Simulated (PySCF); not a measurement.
# Cs³⁶⁺ (caesium, charge +36) across methods

[Ar] 3d1, 2D determinant. Computed with PySCF 2.14 in an even-tempered Gaussian basis (18 s from 5.9 bohr⁻², ratio 2.5; 12 p from 7.7 bohr⁻², ratio 2.5; 7 d from 7.7 bohr⁻², ratio 2.5; 4 f from 27 bohr⁻², ratio 2.7; 3 g from 40 bohr⁻², ratio 2.7), with the spin-free X2C one-electron Hamiltonian (Gaussian nucleus). The B2PLYP total includes its PT2 part (frozen core); its orbital energies are those of the SCF part.

```json
{"method": "UHF", "E (hartree)": "-6776.27608", "mean ε 3p α (eV)": "-2629.9", "mean ε 3p β (eV)": "-2620.5", "mean ε 3d α (eV)": "-2413.2", "Σ⟨r²⟩ (bohr²)": "0.8419", "⟨S²⟩": "0.750"}
{"method": "B2PLYP", "E (hartree)": "-6777.50", "mean ε 3p α (eV)": "-2608.7", "mean ε 3p β (eV)": "-2601.7", "mean ε 3d α (eV)": "-2392.0", "Σ⟨r²⟩ (bohr²)": "0.8416", "⟨S²⟩": "0.750"}
{"method": "PBE0", "E (hartree)": "-6777.24", "mean ε 3p α (eV)": "-2596.0", "mean ε 3p β (eV)": "-2590.5", "mean ε 3d α (eV)": "-2378.6", "Σ⟨r²⟩ (bohr²)": "0.8414", "⟨S²⟩": "0.750"}
{"method": "M06-L", "E (hartree)": "-6777.45", "mean ε 3p α (eV)": "-2588.6", "mean ε 3p β (eV)": "-2584.0", "mean ε 3d α (eV)": "-2369.2", "Σ⟨r²⟩ (bohr²)": "0.8406", "⟨S²⟩": "0.750"}
{"method": "LDA", "E (hartree)": "-6770.49", "mean ε 3p α (eV)": "-2582.9", "mean ε 3p β (eV)": "-2578.5", "mean ε 3d α (eV)": "-2364.7", "Σ⟨r²⟩ (bohr²)": "0.8419", "⟨S²⟩": "0.750"}
{"method": "PBE", "E (hartree)": "-6777.25", "mean ε 3p α (eV)": "-2584.1", "mean ε 3p β (eV)": "-2579.7", "mean ε 3d α (eV)": "-2366.6", "Σ⟨r²⟩ (bohr²)": "0.8414", "⟨S²⟩": "0.750"}
```

Problem. Estimate the same row for r2SCAN.

Solution. E (hartree) = -6777.57; mean ε 3p α (eV) = -2588.7; mean ε 3p β (eV) = -2583.5; mean ε 3d α (eV) = -2370.7; Σ⟨r²⟩ (bohr²) = 0.8414; ⟨S²⟩ = 0.750.

Spin-orbit coupling, absent here, splits the open shell strongly.
